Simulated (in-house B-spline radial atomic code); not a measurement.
A calculation on C⁴⁺: its settings, and results tabulated from the run. Computed with a B-spline radial code for spherical atoms: scalar-relativistic (X2C) PBE0, spin-polarised, spherical fractional occupations, exact exchange averaged over the configuration, Fermi nucleus of rms radius 2.4702 fm.

Command:
```bash
python run_scf.py task.json out
```
Settings (nuclear radius in fm, mass in u):
```
Z                6
configuration    1s2
hamiltonian      x2c
method           pbe0
spin_polarised   True
nucleus          fermi
rms_radius       2.4702
atomic_mass      12.0
speed_of_light   137.035999084
exact_exchange   averaged over the configuration
```

Output (hartree, bohr):
```
 radial grid: 65 intervals, B-splines of order 8, outer radius 6.383 bohr

 iter        energy (Eh)    residual
    1         -32.099823    1.63e-01
    2         -32.372768    1.27e-02
    3         -32.373580    5.97e-03
    4         -32.373759    2.80e-03
    5         -32.373809    1.76e-04
    6         -32.373809    3.79e-07
    7         -32.373809    1.94e-09

 total energy                       -32.37381
 kinetic                              32.3558
 electron-nucleus                    -68.2515
 Hartree                               7.0434
 exact exchange                       -0.8804
 exchange-correlation                 -2.6411

 orbital      occ     eigenvalue          <r>       <r^2>       <1/r>       r_max
 1s up      1.000       -13.4717     0.267541    0.096562     5.69241      0.1734
 1s down    1.000       -13.4717     0.267541    0.096562     5.69241      0.1734
```

Time taken, with all properties: 0.4 s on 1 thread of Arm Neoverse N1 (shared host).
